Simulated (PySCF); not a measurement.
A structure optimised at B3LYP-D3(BJ)/def2-SVP, used in a PySCF frequency run:

```
Mo
O 1 1.6732
O 1 1.6733 2 106.58
F 1 1.8462 2 110.11 3 -119.40
Cl 1 2.2702 2 109.27 3 117.97
```

Problem. Write its SMILES, formula and point group.

Solution. [O]=[Mo](=[O])([F])[Cl], ClFMoO2, Cs

Problem. What are its rotational constants (standard atomic weights)?

Solution. 3.7417, 2.0574, 1.9031 GHz
